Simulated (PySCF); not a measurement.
BH4NO2

The system: BH4NO2, a small molecule; neutral, singlet. The structure, one conformer, was relaxed in the gas phase by PBE0-D3(BJ)/def2-SVP. No frequency run checks that it is a minimum.

SMILES: NB(O)O

```csv
atom,x (Å),y (Å),z (Å)
O1,1.440,-0.328,0.115
B2,0.181,0.107,-0.231
O3,0.043,0.791,-1.409
N4,-0.972,-0.113,0.560
H5,1.473,-0.799,0.950
H6,0.893,0.879,-1.849
H7,-0.988,-0.611,1.436
H8,-1.874,0.225,0.259
```

Shieldings: GIAO PBE0/pcSseg-2. Shifts are against computed references at the same level: H TMS (σ 31.24 ppm). Core levels by delta-SCF with SCAN, pcX-2 on the ionised atom and pcseg-1 elsewhere, spin-free X2C; from the vacuum level, for chosen atoms.

Q: Give the NMR and core-level values of the distinct atoms.

A: 
```json
{"atoms": "O1", "bonded to": "1 B + 1 H", "σ (ppm)": "252.5", "δ (ppm)": "-", "core level (eV)": "1s 538.98"}
{"atoms": "B2", "bonded to": "1 N + 2 O", "σ (ppm)": "78.4", "δ (ppm)": "-", "core level (eV)": "1s 197.46"}
{"atoms": "O3", "bonded to": "1 B + 1 H", "σ (ppm)": "252.9", "δ (ppm)": "-", "core level (eV)": "1s 538.71"}
{"atoms": "N4", "bonded to": "1 B + 2 H", "σ (ppm)": "220.3", "δ (ppm)": "-", "core level (eV)": "1s 405.10"}
{"atoms": "H5", "bonded to": "1 O", "σ (ppm)": "29.11", "δ (ppm)": "2.14", "core level (eV)": "-"}
{"atoms": "H6", "bonded to": "1 O", "σ (ppm)": "28.85", "δ (ppm)": "2.39", "core level (eV)": "-"}
{"atoms": "H7", "bonded to": "1 N", "σ (ppm)": "29.94", "δ (ppm)": "1.31", "core level (eV)": "-"}
{"atoms": "H8", "bonded to": "1 N", "σ (ppm)": "29.35", "δ (ppm)": "1.89", "core level (eV)": "-"}
```

Values are those of this one static structure; atoms that internal rotation interchanges would show their mean in an NMR spectrum.

Q: By CAM-B3LYP/def2-SVPD (TDDFT singlets, Tamm-Dancoff triplets, ionisation by delta-SCF), where does absorption start, and what does vertical ionisation take?

A: The lowest singlet lies at 6.43 eV (f 0.014), the strongest of the first 6 at 8.08 eV (f 0.036), the lowest triplet at 6.19 eV; vertical ionisation takes 10.38 eV.
